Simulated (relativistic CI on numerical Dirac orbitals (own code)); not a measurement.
Calculated levels, Zn XXIV

Calculated at this level of theory: Dirac-Coulomb-Breit CI, separate exchange-only KLI orbitals for each configuration, model QED (radiative potential, 1s self-energy scaled to tabulated hydrogen-like ionisation energies), unscaled Slater integrals (own radial code, finite nucleus).

Configuration list (outside the closed core 1s2): 2s²2p³, 2s2p⁴, 2p⁵, 2p⁴3s, 2p⁴3p, 2p⁴3d, 2s²2p²3s, 2s²2p²3p, 2s²2p²3d, 2s2p³3s, 2s2p³3p, 2s2p³3d, 2s²2p²4s, 2s²2p²4p, 2s²2p²4d, 2s²2p²4f. Levels of other configurations are missing.

The lowest level is 2s²2p³ ⁴S°3/2, with 72 % of that term; Hund's rules for 2s²2p³ give ⁴S° with J = 3/2, in agreement.

| No. | Configuration | Term | J | E (10³ cm⁻¹) | % | Next component (%) |
| --- | --- | --- | --- | --- | --- | --- |
| 1 | 2s²2p³ | ⁴S° | 3/2 | 0.0 | 72 | 20 ²P° |
| 2 | 2s²2p³ | ²D° | 3/2 | 190.0 | 65 | 21 ⁴S° |
| 3 | 2s²2p³ | ²D° | 5/2 | 257.4 | 100 |  |
| 4 | 2s²2p³ | ²P° | 1/2 | 359.1 | 99 | 1 2p⁵ ²P° |
| 5 | 2s²2p³ | ²P° | 3/2 | 502.4 | 64 | 28 ²D° |
| 6 | 2s2p⁴(3P) | ⁴P | 5/2 | 957.6 | 94 | 6 ²D |
| 7 | 2s2p⁴(3P) | ⁴P | 3/2 | 1085.8 | 94 | 4 ²D |
| 8 | 2s2p⁴(3P) | ⁴P | 1/2 | 1112.2 | 88 | 12 ²S |
| 9 | 2s2p⁴(1D) | ²D | 3/2 | 1337.6 | 84 | 10 ²P |
| 10 | 2s2p⁴(1D) | ²D | 5/2 | 1380.3 | 94 | 6 ⁴P |
| 11 | 2s2p⁴(1S) | ²S | 1/2 | 1527.4 | 59 | 32 ²P |
| 12 | 2s2p⁴(3P) | ²P | 3/2 | 1593.1 | 88 | 12 ²D |
| 13 | 2s2p⁴(3P) | ²P | 1/2 | 1779.7 | 68 | 29 ²S |
| 14 | 2p⁵ | ²P° | 3/2 | 2473.6 | 98 | 2 2s²2p³ ²P° |
| 15 | 2p⁵ | ²P° | 1/2 | 2678.4 | 99 | 1 2s²2p³ ²P° |
| 16 | 2p²(3P)3s | ⁴P | 1/2 | 10005.6 | 67 | 17 ²P |
| 17 | 2p²(3P)3s | ⁴P | 3/2 | 10152.4 | 91 | 7 ²P |
| 18 | 2p²(3P)3s | ²P | 1/2 | 10187.2 | 76 | 22 ⁴P |
| 19 | 2p²(3P)3s | ⁴P | 5/2 | 10214.0 | 66 | 33 ²D |
| 20 | 2p²(3P)3s | ²P | 3/2 | 10246.2 | 54 | 43 ²D |
| 21 | 2p²(3P)3p | ⁴D° | 1/2 | 10249.8 | 49 | 26 ²P° |
| 22 | 2p²(3P)3p | ⁴D° | 3/2 | 10330.7 | 45 | 25 ⁴P° |
| 23 | 2p²(3P)3p | ²S° | 1/2 | 10394.4 | 36 | 32 ⁴D° |
| 24 | 2p²(3P)3p | ⁴D° | 3/2 | 10425.7 | 42 | 29 ²D° |
| 25 | 2p²(1D)3s | ²D | 5/2 | 10429.8 | 66 | 32 ⁴P |
| 26 | 2p²(1D)3s | ²D | 3/2 | 10448.9 | 55 | 38 ²P |
| 27 | 2p²(3P)3p | ⁴D° | 5/2 | 10458.5 | 83 | 9 ²F° |
| 28 | 2p²(3P)3p | ⁴P° | 5/2 | 10472.5 | 45 | 42 ²D° |
| 29 | 2p²(3P)3p | ⁴P° | 1/2 | 10477.9 | 54 | 22 ²S° |
| 30 | 2p²(3P)3p | ²D° | 3/2 | 10500.5 | 55 | 24 ⁴P° |
| 31 | 2p²(3P)3p | ⁴D° | 7/2 | 10523.5 | 68 | 30 ²F° |
| 32 | 2p²(3P)3p | ⁴S° | 3/2 | 10541.2 | 50 | 29 ²P° |
| 33 | 2p²(3P)3p | ²P° | 3/2 | 10571.5 | 61 | 25 ²D° |
| 34 | 2p²(1S)3s | ²S | 1/2 | 10586.9 | 81 | 9 ⁴P |
| 35 | 2p²(1D)3p | ²F° | 5/2 | 10590.5 | 36 | 28 ²D° |
| 36 | 2p²(3P)3d | ⁴F | 3/2 | 10608.1 | 51 | 21 ²D |
| 37 | 2p²(3P)3p | ²P° | 1/2 | 10630.7 | 71 | 17 ²S° |
| 38 | 2p²(3P)3d | ⁴F | 5/2 | 10648.3 | 35 | 27 ⁴D |
| 39 | 2s2p³(4S°)<5S°>3s | ⁶S° | 5/2 | 10691.7 | 89 | 7 ⁴P° |
| 40 | 2p²(1D)3p | ²D° | 3/2 | 10725.1 | 42 | 30 ²P° |
| 41 | 2p²(1D)3p | ²D° | 5/2 | 10728.5 | 49 | 26 ²F° |
| 42 | 2p²(1D)3p | ²F° | 7/2 | 10742.9 | 68 | 29 ⁴D° |
| 43 | 2p²(1D)3p | ²D° | 5/2 | 10754.5 | 71 | 16 ²F° |
| 44 | 2p²(1D)3p | ²P° | 1/2 | 10759.7 | 85 | 9 ²S° |
| 45 | 2p²(3P)3d | ²P | 3/2 | 10762.1 | 41 | 35 ⁴F |
| 46 | 2p²(3P)3d | ⁴F | 7/2 | 10770.0 | 64 | 29 ⁴D |
| 47 | 2p²(3P)3d | ⁴F | 5/2 | 10772.3 | 50 | 35 ²F |
| 48 | 2p²(3P)3d | ⁴D | 1/2 | 10773.0 | 81 | 14 ²P |
| 49 | 2p²(3P)3d | ⁴D | 3/2 | 10813.5 | 46 | 30 ²P |
| 50 | 2p²(1D)3d | ²F | 7/2 | 10814.4 | 39 | 28 ⁴D |
| 51 | 2p²(3P)3d | ²F | 5/2 | 10816.2 | 48 | 33 ⁴P |
| 52 | 2p²(3P)3d | ⁴F | 9/2 | 10828.3 | 70 | 29 ²G |
| 53 | 2s2p³(4S°)<5S°>3s | ⁴S° | 3/2 | 10828.4 | 68 | 10 2s²2p²3p ²P° |
| 54 | 2p²(3P)3d | ⁴D | 5/2 | 10864.3 | 38 | 27 ²D |
| 55 | 2p²(1D)3p | ²P° | 3/2 | 10873.0 | 66 | 10 ²D° |
| 56 | 2p²(3P)3d | ⁴P | 3/2 | 10878.6 | 59 | 18 ²P |
| 57 | 2p²(1S)3p | ²P° | 1/2 | 10888.4 | 90 | 4 ⁴D° |
| 58 | 2p²(3P)3d | ⁴P | 1/2 | 10888.8 | 67 | 20 ²S |
| 59 | 2p²(3P)3d | ²P | 1/2 | 10906.8 | 80 | 12 ⁴D |
| 60 | 2p²(1D)3d | ²G | 7/2 | 10916.4 | 38 | 38 ²F |
| 61 | 2p²(1S)3p | ²P° | 3/2 | 10924.9 | 71 | 14 ²D° |
| 62 | 2p²(3P)3d | ²D | 5/2 | 10926.2 | 65 | 29 ²F |
| 63 | 2p²(3P)3d | ²D | 3/2 | 10929.3 | 80 | 13 ²P |
| 64 | 2s2p³(4S°)<5S°>3p | ⁶P | 3/2 | 10959.9 | 87 | 7 ⁴P |
| 65 | 2s2p³(4S°)<5S°>3p | ⁶P | 5/2 | 10970.0 | 79 | 15 ⁴P |
| 66 | 2s2p³(4S°)<5S°>3p | ⁶P | 7/2 | 11008.5 | 89 | 7 ⁴D |
| 67 | 2p²(1D)3d | ²F | 7/2 | 11032.7 | 53 | 22 ⁴D |
| 68 | 2p²(1D)3d | ²G | 9/2 | 11053.2 | 71 | 28 ⁴F |
| 69 | 2s2p³(2D°)<3D°>3s | ⁴D° | 1/2 | 11054.5 | 78 | 12 ²P° |
| 70 | 2s2p³(2D°)<3D°>3s | ⁴D° | 3/2 | 11057.0 | 71 | 18 ⁴P° |

Energies count from the lowest computed level; ° marks odd parity. Percentages are summed over parent terms; the parents shown are those of the largest component, closed shells are left out there, and <> holds an intermediate term.

The mean weight of the leading LS term, summed over parents, in these 70 levels is 67 %, and that of the leading jj configuration (from the same eigenvectors) 76 %.

At this charge energies of transitions that change n are usually good to better than 1 %, and those within a shell (Δn = 0) to a few per cent.

LS names give the leading component of a level, which can be under half, so a name can repeat, a term be missing and a line seem to break the LS rules.
